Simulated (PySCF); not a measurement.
Compound: C8H7N.
Cartesian coordinates in Å at the GFN2-xTB level; atoms count from 1:
```
atom  x, y, z in Å
C1    -2.4720    1.8724    0.8986
C2    -1.4717    1.3018    0.5557
C3    -0.3095    0.6102    0.1390
C4     0.8095    1.3192   -0.2887
C5     1.9437    0.6549   -0.7131
C6     1.9662   -0.7319   -0.7101
C7     0.8649   -1.4494   -0.2866
C8    -0.2891   -0.7978    0.1458
N9    -1.3627   -1.5059    0.6329
H10   -3.3324    2.3893    1.2034
H11    0.7725    2.3990   -0.2862
H12    2.8059    1.2128   -1.0459
H13    2.8485   -1.2590   -1.0430
H14    0.8853   -2.5304   -0.2859
H15   -2.2325   -1.0028    0.7057
H16   -1.4344   -2.4736    0.3670
```

NICS = −σ at a ghost point: NICS(0) at the centroid of the ring atoms, NICS(1) 1 Å to either side along the normal of their mean plane, zz for the tensor component along that normal. Level: GIAO PBE0/pcSseg-1 (PySCF, non-relativistic, gas phase) on the GFN2-xTB geometry, one conformer.

Ring bond lengths (Å), with Mayer bond orders in brackets: C3–C4 1.392 (1.43), C4–C5 1.381 (1.46), C5–C6 1.387 (1.40), C6–C7 1.381 (1.48), C7–C8 1.394 (1.34), C8–C3 1.408 (1.28).

Question: What do the NICS probes read (ppm)?

Answer: 
```tsv
ring	type	NICS(0)	NICS(1), two faces	NICS(1)zz, two faces	rms pucker (Å)	centre to ring atoms, mean (Å)
C3–C4–C5–C6–C7–C8	6-membered carbocycle; formal bonds all aromatic	-8.0	-9.7 / -9.9	-22.8 / -23.1	0.00	1.39
```

Question: What can be read from them?

Answer: 
- C3–C4–C5–C6–C7–C8: mean NICS(1)zz -23.0 ppm, shielded, aromatic by this magnetic criterion (flat ring, no four-coordinate atom).

Question: How equal are the bonds by HOMA? HOMA = 1 − mean of α(R − Ropt)² over the ring bonds, with Krygowski's 1993 parameters (CC: Ropt 1.388 Å, α 257.7 Å⁻²).

Answer: 
- C3–C4–C5–C6–C7–C8: HOMA 0.98 = 1 − EN − GEO, with mean bond length 1.391 Å, EN = α(Ropt − mean)² = 0.002 and GEO = α × variance = 0.022. The geometric and the magnetic index point the same way.

Question: Give the inner angles of the rings and the Hirshfeld charges of the ring atoms.

Answer: 
- C3–C4–C5–C6–C7–C8: C3 119.9° (-0.022 e), C4 120.6° (-0.040 e), C5 119.6° (-0.071 e), C6 120.5° (-0.044 e), C7 120.8° (-0.076 e), C8 118.5° (+0.061 e); sum 720.0° against 720° for a flat convex ring.

Question: What are the shieldings of the ring atoms and their hydrogens in the same run (means over atoms taken as equivalent)?

Answer: 
```tsv
atoms	environment	σ isotropic (ppm)	principal values of the symmetric part, first atom (ppm)
C3	substituted aromatic carbon	79.5	4.8, 70.2, 163.4
C4	aromatic CH carbon	45.8	-62.9, 33.8, 166.5
C5	aromatic CH carbon	65.5	-36.3, 54.3, 178.4
C6	aromatic CH carbon	50.8	-58.5, 35.9, 175.1
C7	aromatic CH carbon	70.7	-17.4, 63.8, 165.6
C8	aromatic carbon bearing nitrogen	31.9	-57.6, -2.7, 156.0
H11	aromatic hydrogen	24.01	20.6, 23.2, 28.2
H12	aromatic hydrogen	24.88	21.7, 26.0, 27.0
H13	aromatic hydrogen	24.31	21.3, 24.8, 26.8
H14	aromatic hydrogen	24.95	21.1, 25.1, 28.7
```

Hardware: one thread of an Arm Neoverse V2, on a shared host. Cost: 22 s wall, 0.84 GiB resident at most. This is the whole shielding run at PBE0/pcSseg-1, SCF included.
